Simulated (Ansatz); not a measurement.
Ansatz results at the PBE0-D4/def2-TZVP geometry: zero-point energy (PBE0-D4/def2-TZVP) 129.0 kJ/mol; LUMO energy (ωB97M-V/def2-TZVPP) 0.49 eV; LUMO energy (PBE0/def2-TZVPP) -1.48 eV.

Each molecule was computed in one conformer, which needn't be the lowest.

Question: Which molecule gave them?
A. `[CH3][SnH2][CH3]`
B. `C[NH][SnH]([Cl])[Cl]`
C. `[CH3][Sn]([F])([F])[SH]`
D. `[OH][SnH]([Br])[Br]`

Answer: C. The others give `C[NH][SnH]([Cl])[Cl]`: 166.2, 0.65, -1.35; `[CH3][SnH2][CH3]`: 224.3, 1.70, 0.51; `[OH][SnH]([Br])[Br]`: 57.1, -0.15, -2.10.
